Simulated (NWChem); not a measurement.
The numbers come from NWChem runs, not from measurements. System: HClOSn, charge 1, spin multiplicity 2, at the geometry of a parent with another charge or spin, in a state set for the comparison that need not be this species' ground state. Its SCF solution wasn't tested for a lower state. Level: UPBE/def2-TZVPP with def2 effective core potentials on Sn.

NWChem printed:

```
             Northwest Computational Chemistry Package (NWChem) 7.3.0
             --------------------------------------------------------

                                NWChem Input Module
                                -------------------

 Scaling coordinates for geometry "geometry" by  1.889725989
 (inverse scale =  0.529177249)

 Turning off AUTOSYM since
 SYMMETRY directive was detected!

                             Geometry "geometry" -> ""
                             -------------------------

 Output coordinates in angstroms (scale by  1.889725989 to convert to a.u.)

  No.       Tag          Charge          X              Y              Z
 ---- ---------------- ---------- -------------- -------------- --------------
    1 Sn                  50.0000     0.21160000    -0.54382600     0.00000000
    2 Cl                  17.0000    -1.53497300     1.14696200     0.00000000
    3 O                    8.0000     1.75959700     0.75193500     0.00000000
    4 H                    1.0000     1.43775600     1.67747800     0.00000000

 Effective nuclear repulsion energy (a.u.)     329.3043685923

            Nuclear Dipole moment (a.u.)
            ----------------------------
        X                 Y               Z
 ---------------- ---------------- ----------------
    -0.0000170075     0.0000226767     0.0000000000

      Symmetry information
      --------------------

 Group name             Cs
 Group number              2
 Group order               2
 No. of unique centers     4

      Symmetry unique atoms

     1    2    3    4


 Summary of "ao basis" -> "" (spherical)
 ------------------------------------------------------------------------------
       Tag                 Description            Shells   Functions and Types
 ---------------- ------------------------------  ------  ---------------------
 *                         def2-tzvpp                 on all atoms

 Summary of "ao basis" -> "ao basis" (spherical)
 ------------------------------------------------------------------------------
       Tag                 Description            Shells   Functions and Types
 ---------------- ------------------------------  ------  ---------------------
 Sn                        def2-tzvpp               16       50   6s5p3d2f
 Cl                        def2-tzvpp               14       42   5s5p3d1f
 O                         def2-tzvpp               11       31   5s3p2d1f
 H                         def2-tzvpp                6       14   3s2p1d
[...]
   alpha     11     12     13     14     15     16     17     18     19     20
    beta     11     12     13     14     15     16     17     18     19     20
 overlap   0.994  0.994  0.966  0.966  0.998  0.999  1.000  0.998  0.998  0.994

   alpha     21     22     23     24     25     26     27     28     29     30
    beta     21     22     24     23     25     26     27     28     31     29
 overlap   0.999  0.976  0.979  0.999  1.000  0.999  0.998  0.999  0.984  0.984

   alpha     31     32     33     34     35     36     37     38     39     40
    beta     30     32     33     34     35     36     37     38     40     39
 overlap   0.999  0.997  0.996  0.998  0.996  0.997  0.998  0.948  0.949  0.976

   alpha     41     42     43     44     45     46     47     48     49     50
    beta     41     42     43     44     45     46     47     48     49     50
 overlap   0.976  0.904  0.904  0.999  0.998  0.997  1.000  0.998  0.998  0.997

   alpha     51     52     53     54     55     56     57     58     59     60
    beta     51     52     53     54     55     56     57     58     60     59
 overlap   0.998  0.998  0.999  0.998  0.999  0.999  0.997  0.999  0.999  0.997

   alpha     61     62     63     64     65     66     67     68     69     70
    beta     61     62     63     64     65     66     67     68     69     70
 overlap   0.998  0.866  0.866  0.996  0.996  0.999  0.999  0.999  1.000  0.999

   alpha     71     72     73     74     75     76     77     78     79     80
    beta     71     72     73     74     76     75     77     78     79     80
 overlap   0.998  0.998  0.999  0.998  0.995  0.998  0.995  0.996  0.996  0.945

   alpha     81     82     83     84     85     86     87     88     89     90
    beta     81     82     83     84     85     86     87     88     89     90
 overlap   0.962  0.861  0.962  0.903  0.994  0.989  1.000  1.000  0.989  0.999

   alpha     91     92     93     94     95     96     97     98     99    100
    beta     91     92     93     94     95     96     97     98     99    100
 overlap   1.000  0.999  0.942  0.942  1.000  0.998  0.999  1.000  0.999  1.000

   alpha    101    102    103    104    105    106    107    108    109    110
    beta    101    102    103    104    105    106    107    108    109    110
 overlap   0.999  1.000  0.999  1.000  1.000  1.000  1.000  1.000  1.000  1.000

   alpha    111    112    113    114    115    116    117    118    119    120
    beta    111    112    113    114    115    116    117    118    119    120
 overlap   1.000  1.000  1.000  1.000  0.969  0.969  1.000  0.999  1.000  0.999

   alpha    121    122    123    124    125    126    127    128    129    130
    beta    121    122    123    124    125    126    127    128    129    130
 overlap   0.999  1.000  0.999  0.999  0.999  0.998  0.999  1.000  0.999  0.999

   alpha    131    132    133    134    135    136    137
    beta    131    132    133    134    135    136    137
 overlap   1.000  1.000  1.000  1.000  1.000  1.000  1.000

     --------------------------
     Expectation value of S2:
     --------------------------
      <S2> =      0.7536 (Exact =     0.7500)

 center of mass
 --------------
 x =   0.00962679 y =  -0.11449579 z =   0.00000000

 moments of inertia (a.u.)
 ------------------
         328.992615020031         183.859729411384           0.000000000000
         183.859729411384         497.351541996449           0.000000000000
           0.000000000000           0.000000000000         826.344157016479

     Multipole analysis of the density
     ---------------------------------

     L   x y z        total         alpha         beta         nuclear
     -   - - -        -----         -----         ----         -------
     0   0 0 0      1.000000    -24.000000    -23.000000     48.000000

     1   1 0 0      0.064459      5.608032      5.652693    -11.196266
     1   0 1 0     -0.421636    -14.829917    -14.366841     28.775122
     1   0 0 1     -0.000000     -0.000000     -0.000000      0.000000

     2   2 0 0    -27.754178   -139.053103   -131.090820    242.389745
     2   1 1 0     -0.298812     35.196976     34.012983    -69.508771
     2   1 0 1     -0.000000      0.000000     -0.000000      0.000000
     2   0 2 0    -21.819247    -78.661631    -72.456860    129.299244
     2   0 1 1     -0.000000      0.000000     -0.000000      0.000000
     2   0 0 2    -27.259163    -14.095428    -13.163734      0.000000

 Task  times  cpu:       27.2s     wall:       27.2s

 Total times  cpu:       27.2s     wall:       27.2s
```

**Question.** Write an NWChem input that would produce this output.

**Answer.** One answer among several that fit: 
```
start mol
memory heap 200 mb stack 900 mb global 1100 mb
charge 1
geometry units angstroms nocenter noautoz
  Sn     0.211600    -0.543826     0.000000
  Cl    -1.534973     1.146962     0.000000
  O      1.759597     0.751935     0.000000
  H      1.437756     1.677478     0.000000
  symmetry group Cs
end
basis spherical
  * library def2-tzvpp
end
ecp
  Sn library def2-ecp
end
dft
  xc xpbe96 cpbe96
  odft
  mult 2
  semidirect memsize 60000000 filesize 0
  iterations 100
end
task dft energy
```
